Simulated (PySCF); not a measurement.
A structure optimised at B3LYP-D3(BJ)/def2-SVP, used in a PySCF frequency run:

```
C
H 1 1.1010
H 1 1.1010 2 108.50
H 1 1.1010 2 108.50 3 -117.69
Zn 1 1.9438 2 110.43 3 121.16
Br 5 2.2653 2 156.10 1 -180.00
```
Charge 0, spin multiplicity 1.

### Question
Write its SMILES, formula and point group.

### Answer
[CH3][Zn][Br], CH3BrZn, C3v

### Question
What are its rotational constants (standard atomic weights)?

### Answer
156.99, 1.5226, 1.5226 GHz
